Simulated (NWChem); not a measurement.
# CH₃AlF₂S; SMILES C[S][Al]([F])[F]

```xyz
8

Al     0.0001     0.8244     0.0000
F      0.9520     2.1699    -0.0004
F     -1.6427     1.0131     0.0002
S      0.8510    -1.1629     0.0004
C     -0.6981    -2.1929     0.0005
H     -1.5958    -1.5735     0.0015
H     -0.6882    -2.8221     0.8920
H     -0.6893    -2.8208    -0.8921
```
Atoms are numbered in this order, from 1.

Coordinates come from a B3LYP/6-31G* (spherical d) optimisation.

Give the principal values of the shielding tensors (ppm) of Al1, F2, F3, S4, C5 from BHandHLYP/pcSseg-1, GIAO (NWChem), with their diamagnetic and paramagnetic parts as GIAO splits them.


| atom | σ11 | σ22 | σ33 | isotropic | diamagnetic | paramagnetic |
|---|---|---|---|---|---|---|
| Al1 | 412.8 | 431.0 | 549.5 | 464.4 | 792.8 | -328.3 |
| F2 | 300.4 | 324.3 | 449.4 | 358.0 | 470.3 | -112.2 |
| F3 | 289.7 | 363.3 | 449.4 | 367.5 | 469.8 | -102.3 |
| S4 | 661.9 | 671.5 | 900.6 | 744.6 | 1057.2 | -312.5 |
| C5 | 162.2 | 165.1 | 191.7 | 173.0 | 250.9 | -77.9 |
